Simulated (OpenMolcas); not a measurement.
## Ions of charge +3 along the 3d row on the Y site of Cs2NaYCl6

```json
{
  "Program": "OpenMolcas 26.06",
  "Method": "SS-CASPT2, IPEA 0.25 Eh, imaginary shift 0.1 Eh",
  "Spin-orbit coupling": "RASSI with atomic mean-field integrals over the reference wave functions"
}
```

The d shell is active; CASPT2 correlates the ligand valence shells and the outer metal core. Each dopant is a cluster with its nearest anions in model potentials and point charges, with no relaxation. Distances were set from a Shannon-type radius of the metal (high-spin where two are listed) plus a fixed donor radius (Cl 1.76 Å), in hosts weighted 0.65 to 0.35 with the host's distance in the model lattice. Ligand basis ANO-RCC-VDZP, DKH2 Hamiltonian. States (labels of O, the rotations of Oh). Energies in cm-1 above the lowest state or level, χT in cm3 K/mol; under a threefold ground state the first gap can be a small split of the lowest multiplet, not the spin-orbit step; 10Dq and B are least-squares fits to the states below 45000 cm-1, weighted by degeneracy, with a free offset, and given where the rms deviation is under 5 % of |10Dq| (or 100 cm-1) and under 700 cm-1. Spin-only χT is S(S+1) / 2 for the spin of the ground state.

| Ion | Shell | R (Å) | Metal basis | Ground state | First state of that spin | 10Dq | B (rms of fit) | First gap with spin-orbit (degeneracies) | χT at 300 K | First state of another spin | Spin-only χT |
| --- | --- | --- | --- | --- | --- | --- | --- | --- | --- | --- | --- |
| Ti3+ | 3d1 | 2.496 | ANO-RCC-VTZP | 2T2 | 2E 11640 | 11641 |  | 220 (4, 2) | 0.451 |  | 0.375 |
| V3+ | 3d2 | 2.477 | ANO-RCC-VTZP | 3T1 | 3T2 11040 | 12085 | 733 (263) | 6 (2, 3) | 0.905 | 1T2 9390 | 1.000 |
| Cr3+ | 3d3 | 2.461 | ANO-RCC-VTZP | 4A2 | 4T2 11960 |  |  | 11850 (4, 2) | 1.829 | 2E 12890 | 1.875 |
| Mn3+ | 3d4 | 2.48 | ANO-RCC-VTZP | 5E | 5T2 12470 |  |  | 12 (1, 3) | 2.948 | 3T1 7510 | 3.000 |

Every ion keeps the highest spin of its shell. χT departs most from the spin-only value for V3+, by -0.095 cm3 K/mol.

Roots that are degenerate in the reference are averaged as groups; the widest CASPT2 spread within a group is 520 cm-1 (the 2-fold group of multiplicity 1 near 71100 cm-1 above the lowest state of its run, Mn3+). Shifts and gaps below about the spread of the groups concerned are not significant. Over all roots computed the reference weight is 0.68 in Ti3+, 0.66 to 0.68 in V3+, 0.65 to 0.67 in Cr3+, 0.63 to 0.67 in Mn3+; a low but even weight reflects the number of correlated electrons. Ligand-to-metal charge-transfer states are missing. With one d shell and no ligand orbital active, 10Dq can be off by a tenth or more. An orbital triplet at a regular site is open to Jahn-Teller coupling, which can distort the site and quench the lowest spin-orbit gaps and is left out (holds for Ti3+; V3+). With no ligand orbital active B as a rule stays too high, so bands that hang on it stand too high and its fall with covalency is understated (holds for V3+; Cr3+; Mn3+). These CASPT2 states fit no ligand-field parameters well, so their order and spin gaps are uncertain (holds for Cr3+; Mn3+). An orbital doublet at a regular site is open to a Jahn-Teller distortion, which this geometry leaves out (holds for Mn3+). This shell can be high or low spin here, a state of another spin lies low, and with metal d orbitals alone active their balance is uncertain, so the ground spin may be wrong (holds for Mn3+). No measured value stands beside these numbers; the geometry was set by hand and not optimised.
